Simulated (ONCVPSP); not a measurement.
# What one change does to a pseudopotential (La, ONCV)

* Element: lanthanum
* Generator: ONCVPSP 4.0.1
* Type: optimised norm-conserving Vanderbilt (ONCV)
* Functional: LDA (Perdew-Wang 92)
* Relativity: scalar-relativistic
* Frozen core: [Kr] 4d10
* Valence charge: 11
* Reference configuration: 5s2 5p6 5d1 6s1.5 (charge +0.5)
* Partial waves: 5s+6s: rc 2.85 bohr, ncon 5, nbas 10, qcut 4.8 1/bohr, 2 projectors; 5p: rc 1.75 bohr, ncon 3, nbas 7, qcut 4.8 1/bohr, 3 projectors, debl 2.9 Ha; 5d: rc 3.25 bohr, ncon 4, nbas 8, qcut 5.4 1/bohr, 1 projector; f scattering state at 0.12 Ha: rc 2.95 bohr, ncon 4, nbas 7, qcut 3.3 1/bohr, 1 projector
* Local potential: polynomial inside 1.65 bohr (lpopt 5, dvloc0 0 Ha)
* Core correction: polynomial model core, fcfact 0.35

In the f channel the program set the typed energies aside and used -0.272 Ha.

All-electron outer shells of the reference configuration (LDA (PZ), scalar-relativistic, ld1.x):

```json
{"shell": "5s", "level (eV)": "-41.88", "outermost node (bohr)": "0.77", "outermost maximum (bohr)": "1.41"}
{"shell": "5p", "level (eV)": "-25.28", "outermost node (bohr)": "0.83", "outermost maximum (bohr)": "1.58"}
{"shell": "6s", "level (eV)": "-6.14", "outermost node (bohr)": "1.85", "outermost maximum (bohr)": "3.65"}
{"shell": "5d", "level (eV)": "-5.84", "outermost node (bohr)": "0.95", "outermost maximum (bohr)": "2.21"}
```

Change: p: qcut 3.2.

Cutoffs: the cutoffs (Ha) at which the residual kinetic energy of the hardest occupied pseudo-wave falls to 1 and 0.1 mHa per electron; they do not see the model core or the augmentation charge, which bear on the density cutoff. Errors are all-electron minus pseudo energies relative to the spin-unpolarised reference configuration.

How do hardness, ghosts and transferability respond?

The potential gets harder (12 Ha and 50 Ha → 46 Ha and 73 Ha); the errors of the 4 common tests hardly move; neither file shows a bound ghost.

```csv
quantity,base,changed
"cutoff, loose",12 Ha,46 Ha
"cutoff, tight",50 Ha,73 Ha
loose cutoff by channel,"s 7.4 Ha, p 12 Ha, d 6.3 Ha","s 7.4 Ha, p 46 Ha, d 6.3 Ha"
bound ghosts,none,none
GHOST(+) flags under 300 eV,s at 36.8 eV,s at 36.8 eV
"error for 5s2 5p6 5d1 6s2, meV [ΔE -2.48 eV]",+0.3,+0.3
"error for 5s2 5p6 5d1 6s1, meV [ΔE 3.68 eV]",-0.8,-0.8
"error for 5s2 5p6 5d1 6s0, meV [ΔE 14.82 eV]",-5.5,-5.2
"error for 5s2 5p6 5d1 6s0 6p1, meV [ΔE 6.74 eV]",-2.9,-2.6
s: phases at 2.89 bohr within 0.05 rad from the reference energy up to (Ha; the scan ends near 5),1.2,1.2
p: phases at 1.78 bohr within 0.05 rad from the reference energy up to (Ha; the scan ends near 5),to the end of the scan,to the end of the scan
d: phases at 3.30 bohr within 0.05 rad from the reference energy up to (Ha; the scan ends near 5),0.6,0.6
f: phases at 3.00 bohr within 0.05 rad from the reference energy up to (Ha; the scan ends near 5),-0.1,-0.1
"rms error of d²Exc/dni dnj with the model core, mHa",0.83,0.81
```
